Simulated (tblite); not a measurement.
C4H7F3Si2.
SMILES with atom numbers: `[CH3:1][C:2]1=[C:3]([F:4])[SiH2:5][Si@@H:6]1[CH:7]([F:8])[F:9]` (hydrogens: H10, H11, H12 on C1; H13, H14 on Si5; H15 on Si6; H16 on C7)

Computed with GFN2-xTB (tblite), gas phase: L-BFGS steps from a force-field or distance-geometry start until the largest atomic force falls under 0.01 eV/Å.

Step 93: E = -808.6373 eV
```
atom  x, y, z in Å  |  force x, y, z in eV/Å
C1     -1.6439   -1.4002    0.5878   -0.048  -0.039   0.010
C2     -0.8390   -0.1602    0.4089    0.011  -0.018   0.011
C3     -1.3054    1.0787    0.1793   -0.027  -0.035  -0.013
F4     -2.6228    1.3629    0.0822   -0.057   0.051  -0.020
Si5     0.1787    2.2628   -0.0042    0.096  -0.054   0.033
Si6     1.0388    0.1252    0.4682    0.080   0.070  -0.006
C7      1.9078   -0.8331   -0.9948    0.045  -0.012  -0.015
F8      2.3964    0.0353   -1.9297   -0.031   0.021   0.020
F9      2.9896   -1.5199   -0.5305   -0.048   0.005  -0.029
H10    -2.3575   -1.2817    1.4010   -0.031   0.028   0.056
H11    -1.0083   -2.2544    0.8044    0.029   0.002   0.001
H12    -2.2195   -1.6123   -0.3122   -0.013  -0.001  -0.053
H13     0.2348    3.2979    1.0301   -0.023   0.005   0.012
H14     0.2755    2.9068   -1.3158   -0.019  -0.010  -0.002
H15     1.6929   -0.4509    1.6525   -0.010   0.012  -0.031
H16     1.2744   -1.5480   -1.5385    0.045  -0.025   0.026
```

Step 94: E = -808.6372 eV
```
atom  x, y, z in Å  |  force x, y, z in eV/Å
C1     -1.6487   -1.3982    0.5807   -0.056  -0.033   0.012
C2     -0.8421   -0.1592    0.4059    0.023   0.003   0.003
C3     -1.3062    1.0815    0.1796   -0.008  -0.040  -0.009
F4     -2.6242    1.3661    0.0852   -0.042   0.065  -0.027
Si5     0.1841    2.2617   -0.0023    0.081  -0.082   0.006
Si6     1.0360    0.1220    0.4718    0.089   0.049   0.004
C7      1.9099   -0.8347   -0.9886    0.137  -0.037  -0.099
F8      2.3233    0.0325   -1.9674   -0.079  -0.123   0.156
F9      3.0450   -1.4497   -0.5347   -0.220   0.085  -0.127
H10    -2.3633   -1.2798    1.3928   -0.035   0.025   0.064
H11    -1.0147   -2.2539    0.7969    0.024   0.006  -0.005
H12    -2.2242   -1.6060   -0.3203   -0.009  -0.010  -0.055
H13     0.2601    3.2900    1.0354   -0.036   0.030   0.030
H14     0.2891    2.9080   -1.3133   -0.027  -0.021   0.016
H15     1.6746   -0.4716    1.6575   -0.009   0.025  -0.045
H16     1.2936   -1.5997   -1.4905    0.167   0.059   0.074
```

Step 95: E = -808.6391 eV
```
atom  x, y, z in Å  |  force x, y, z in eV/Å
C1     -1.6664   -1.3970    0.5985   -0.042  -0.005   0.013
C2     -0.8515   -0.1663    0.4027    0.050   0.054  -0.016
C3     -1.3122    1.0731    0.1583    0.053  -0.027   0.011
F4     -2.6312    1.3574    0.0565    0.019   0.071  -0.025
Si5     0.1905    2.2489   -0.0099    0.004  -0.102  -0.062
Si6     1.0305    0.1119    0.4703    0.060  -0.038   0.036
C7      1.9259   -0.8200   -0.9932   -0.021   0.028   0.063
F8      2.3083    0.0586   -1.9620   -0.006   0.113  -0.093
F9      3.0754   -1.4023   -0.5558    0.001  -0.047   0.026
H10    -2.3756   -1.2559    1.4125   -0.024   0.003   0.047
H11    -1.0356   -2.2524    0.8266   -0.005   0.006  -0.017
H12    -2.2484   -1.6111   -0.2973    0.004  -0.028  -0.036
H13     0.2853    3.2581    1.0417   -0.054   0.071   0.055
H14     0.3065    2.9104   -1.3152   -0.034  -0.043   0.058
H15     1.6573   -0.5105    1.6494   -0.013   0.048  -0.046
H16     1.3336   -1.5940   -1.4943    0.008  -0.105  -0.014
```

Question: Estimate the geometry and energy of step 96. (The exact step hangs on the optimiser's Hessian estimate; all steps are aligned on step 95, rigid shifts and turns removed.)

Answer: E = -808.6409 eV, largest force 0.077 eV/Å
```
atom  x, y, z in Å  |  force x, y, z in eV/Å
C1     -1.6610   -1.3982    0.5908   -0.034  -0.002   0.007
C2     -0.8473   -0.1645    0.4042    0.024   0.026  -0.004
C3     -1.3091    1.0755    0.1669    0.035  -0.016   0.005
F4     -2.6280    1.3621    0.0685    0.022   0.057  -0.025
Si5     0.1915    2.2514   -0.0066    0.008  -0.072  -0.026
Si6     1.0342    0.1154    0.4730    0.032  -0.014   0.011
C7      1.9200   -0.8249   -0.9899    0.007   0.009  -0.015
F8      2.3020    0.0519   -1.9658   -0.028   0.007   0.001
F9      3.0688   -1.4109   -0.5512   -0.045  -0.006  -0.022
H10    -2.3729   -1.2647    1.4041   -0.018   0.005   0.039
H11    -1.0296   -2.2547    0.8138   -0.006   0.015  -0.013
H12    -2.2397   -1.6075   -0.3088    0.004  -0.022  -0.025
H13     0.2789    3.2719    1.0372   -0.046   0.043   0.038
H14     0.3017    2.9053   -1.3149   -0.027  -0.033   0.036
H15     1.6613   -0.4974    1.6540    0.004   0.028  -0.023
H16     1.3217   -1.6017   -1.4866    0.067  -0.025   0.017
```

The energy changes by -0.0019 eV. The first-order estimate −F·Δx gives -0.0028 eV and the mean of the old and new forces, exact on a quadratic surface, -0.0019 eV. The step makes an angle of 79° with the force vector and moves no atom by more than 0.016 Å.

What follows is the cost of the whole relaxation. The run took 1.1 s wall on one thread, Arm Neoverse V2 (aarch64), no GPU, shared host with 32 logical CPUs at a one-minute load of 24.
